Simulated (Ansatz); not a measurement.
Reaction (cleavage of the Si–Al bond): `C[SiH]([AlH2])Cl` + `C=N` → `C=N[SiH](C)Cl` + `[AlH3]`

Isolated molecules relaxed with PBE0-D4/def2-TZVP in Ansatz; ΔE leaves out vibrations. CBS: MP2 limit from def2 TZ/QZ plus the TZ coupled-cluster correction, frozen cores. This one scheme is used for every species. Each species was taken in one conformer, which may not be the lowest.

| species | SCS-MP2/def2-TZVPP energy (Eh) |
| --- | --- |
| `C[SiH]([AlH2])Cl` | -1032.38471 |
| `C=N` | -94.44217 |
| `C=N[SiH](C)Cl` | -883.10234 |
| `[AlH3]` | -243.75032 |

(1) Work out ΔE.

Largest T1 diagnostic among the species: 0.012.

Answers

(1) ΔE = (-883.10234) + (-243.75032) − (-1032.38471) − (-94.44217) = -0.02578 Eh = -0.70 eV. CCSD(T)/CBS gives -0.61 eV.

From PBE to PBE0 (25 % exact exchange), in def2-TZVPP and without D4, ΔE moves by −0.05 eV. The D4 term adds −0.05 eV with B3LYP and −0.02 eV with PBE0; it sums over pairs of atoms, weighted by their polarisabilities, and B3LYP, whose exchange is more repulsive, gets the larger term.

B3LYP here is the variant with VWN-RPA as its local correlation; programs differ in this.
